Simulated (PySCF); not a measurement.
C₃H₇AlO.
Bonds: C1–C2 (double), C2–Al3, Al3–O4, O4–C5. Hydrogens: H6, H7 on C1; H8 on C2; H9 on Al3; H10, H11, H12 on C5.

Computed by this run: PBE0-D3(BJ)/def2-SVP geometry optimisation, gas phase (PySCF 2.14.0); density fitting, grid level 1; the optimiser is geomeTRIC in internal coordinates, started from a GFN2-xTB structure with every atom displaced at random (about 0.01 Å).

Step 0: E = -11853.9865 eV
```
atom  x, y, z in Å  |  force x, y, z in eV/Å
C1     -2.8704   -0.0257   -0.2135   -2.263   0.812   0.663
C2     -1.6749   -0.3317   -0.6353    2.622  -0.382  -0.358
Al3    -0.2037    0.3327    0.4897    0.679  -0.412  -0.542
O4      1.4552    0.0850    0.2259   -1.396   0.052   0.016
C5      2.7890   -0.1236    0.0160   -0.313   0.354   1.238
H6     -3.8070   -0.2821   -0.7255    0.014  -0.150  -0.061
H7     -3.0135    0.5882    0.6821   -0.082   0.022   0.205
H8     -1.5662   -0.9177   -1.5487    0.012  -0.145  -0.205
H9     -0.5365    1.1627    1.7604   -0.251   0.244   0.348
H10     3.0166   -1.1882    0.0494    0.304  -0.493  -0.133
H11     3.0814    0.2945   -0.9304    0.526   0.244  -0.919
H12     3.3699    0.3773    0.8218    0.149  -0.146  -0.250
```

Step 1: E = -11854.1153 eV
```
atom  x, y, z in Å  |  force x, y, z in eV/Å
C1     -2.8746   -0.0193   -0.2220    0.310  -0.101  -0.195
C2     -1.5985   -0.2784   -0.5684   -0.317   0.099   0.138
Al3    -0.1920    0.3964    0.5749   -0.062  -0.007  -0.004
O4      1.3983    0.0609    0.1818    0.238  -0.036  -0.034
C5      2.7448   -0.1452   -0.0083    0.010   0.090  -0.049
H6     -3.7287   -0.3672   -0.8123   -0.113  -0.025  -0.032
H7     -3.1263    0.5626    0.6713   -0.022   0.044   0.092
H8     -1.4322   -0.8650   -1.4819   -0.005  -0.003   0.007
H9     -0.5838    1.2463    1.8624    0.067  -0.031  -0.045
H10     2.9957   -1.2229    0.0043   -0.036   0.033  -0.017
H11     3.0825    0.2608   -0.9847   -0.069  -0.071   0.115
H12     3.3543    0.3424    0.7748   -0.001   0.009   0.024
```

**Question.** Estimate the geometry and energy of step 2. (The exact step hangs on the optimiser's Hessian estimate; all steps are aligned on step 1, rigid shifts and turns removed.)

**Answer.** E = -11854.1175 eV, largest force 0.191 eV/Å
```
atom  x, y, z in Å  |  force x, y, z in eV/Å
C1     -2.9188   -0.0108   -0.2165    0.094   0.075   0.129
C2     -1.6530   -0.2814   -0.5784   -0.050  -0.105  -0.152
Al3    -0.1746    0.3508    0.5074   -0.064   0.091   0.141
O4      1.4343    0.0426    0.1553   -0.100  -0.044  -0.084
C5      2.7890   -0.1316    0.0139    0.025   0.013  -0.007
H6     -3.7999   -0.3426   -0.7823    0.059  -0.021  -0.034
H7     -3.1430    0.5699    0.6886   -0.013   0.009   0.007
H8     -1.5243   -0.8700   -1.4966    0.029  -0.021  -0.036
H9     -0.5347    1.2019    1.7975    0.021   0.013   0.023
H10     3.0583   -1.2035    0.0356    0.013  -0.001  -0.002
H11     3.1463    0.2758   -0.9501    0.003  -0.010   0.011
H12     3.3602    0.3706    0.8174   -0.018  -0.001   0.003
```

The energy changes by -0.0022 eV. The first-order estimate −F·Δx gives -0.0246 eV and the mean of the old and new forces, exact on a quadratic surface, -0.0024 eV. The step makes an angle of 81° with the force vector and moves no atom by more than 0.093 Å.

What follows is the cost of the whole optimisation. The run took 54 s wall on one thread, Arm Neoverse V1 (aarch64), shared host with 32 logical CPUs at a one-minute load of 33, and the process peaked at 0.44 GiB of memory.
